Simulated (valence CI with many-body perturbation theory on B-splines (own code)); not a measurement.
# Energy levels of Co²⁰⁺

Calculated by relativistic CI+MBPT: five valence electrons over a frozen Dirac-Fock core [He], radial functions for each j: 11 s, 11 p, 10 d, 8 f, 5 g, 2 h, with the one-electron correlation potential Σ1, the two-electron term Σ2, the three-electron term Σ3, Breit, model QED; selected CI, second order for the rest, scaled by the run's own slope (own B-spline code, finite nucleus).

No measured spectrum was set against this ion. As an estimate, levels of excited configurations hold to 0.05 to 0.15 % of their energy, terms of the ground configuration to about 0.5 %. Among the levels kept, up to 5400 cm⁻¹ of a level comes from second order outside the variational space, and about a tenth of that is noise between levels of different J, which matters for small intervals.

Levels 181 to 204 of 204, with energies above the lowest level, 2s2 2p3 4S°_3/2. "Leading %" is the weight of the configuration and term that name the level; weights of strongly mixed levels are sums over their largest components and can fall short. In the jj column 3d3/2^4 stands for four electrons in 3d with j = 3/2. Lifetimes count E1, E2, E3, M1 and M2 decay at the calculated energies, and are blank where another channel may lead or the interval is too uncertain; long ones can be off by a factor of two.

```
No.  Configuration  Term    J  E (Ry)  Leading %  Lifetime                     Leading jj
181      2s 2p3 3p    2P  1/2  85.538         85    391 fs  2s 2p1/2 2p3/2^2 3p3/2 (58 %)
182      2s 2p3 3d   4D°  7/2  85.584         58    177 fs        2s 2p3/2^3 3d5/2 (30 %)
183      2s 2p3 3d   4D°  5/2  85.603         46   82.5 fs  2s 2p1/2 2p3/2^2 3d5/2 (26 %)
184      2s 2p3 3d   4D°  3/2  85.625         44   69.1 fs        2s 2p3/2^3 3d3/2 (41 %)
185      2s 2p3 3d   2F°  5/2  85.796         73    246 fs  2s 2p1/2 2p3/2^2 3d5/2 (58 %)
186      2s 2p3 3d   2F°  7/2  85.972         63   83.3 fs        2s 2p3/2^3 3d5/2 (28 %)
187      2s 2p3 3d   2D°  5/2  86.145         71   70.9 fs  2s 2p1/2 2p3/2^2 3d3/2 (30 %)
188      2s 2p3 3p    2D  5/2  86.201         81    520 fs        2s 2p3/2^3 3p3/2 (63 %)
189      2s 2p3 3d   2P°  1/2  86.218         75   52.3 fs        2s 2p3/2^3 3d5/2 (32 %)
190      2s 2p3 3p    2P  3/2  86.259         68    375 fs        2s 2p3/2^3 3p1/2 (51 %)
191      2s 2p3 3p    2S  1/2  86.266         45    719 fs        2s 2p3/2^3 3p1/2 (54 %)
192      2s 2p3 3p    2P  3/2  86.309         61   1.20 ps        2s 2p3/2^3 3p3/2 (52 %)
193      2s 2p3 3d   2P°  3/2  86.525         67   48.4 fs  2s 2p1/2 2p3/2^2 3d3/2 (34 %)
194      2s 2p3 3d   4D°  5/2  86.704         68    183 fs  2s 2p1/2 2p3/2^2 3d3/2 (48 %)
195      2s 2p3 3d   4D°  3/2  86.745         42    126 fs  2s 2p1/2 2p3/2^2 3d3/2 (62 %)
196      2s 2p3 3d   4D°  7/2  86.767         75    245 fs  2s 2p1/2 2p3/2^2 3d5/2 (64 %)
197      2s 2p3 3d   4D°  1/2  86.831         77   81.6 fs  2s 2p1/2 2p3/2^2 3d3/2 (67 %)
198      2s 2p3 3p    2P  1/2  86.888         59    760 fs        2s 2p3/2^3 3p3/2 (68 %)
199      2s 2p3 3d   2D°  3/2  87.006         54    102 fs  2s 2p1/2 2p3/2^2 3d5/2 (51 %)
200      2s 2p3 3d   2D°  5/2  87.122         71    107 fs  2s 2p1/2 2p3/2^2 3d5/2 (54 %)
201      2s 2p3 3d   2G°  9/2  87.178         92   17.4 ps  2s 2p1/2 2p3/2^2 3d5/2 (68 %)
202      2s 2p3 3d   2G°  7/2  87.230         68   10.0 ps  2s 2p1/2 2p3/2^2 3d3/2 (29 %)
203      2s 2p3 3d   2F°  7/2  87.388         77   47.2 fs  2s 2p1/2 2p3/2^2 3d5/2 (38 %)
204      2s 2p3 3d   2F°  5/2  87.420         79   45.4 fs  2s 2p1/2 2p3/2^2 3d3/2 (50 %)
```

Names give the largest LS component (configuration and term), which can be under half, so a name can repeat, a term be missing and a line seem to break the LS rules; names also repeat where a configuration has a term twice.

Where two levels of one J and parity lie close, their mixing, g and order are uncertain.
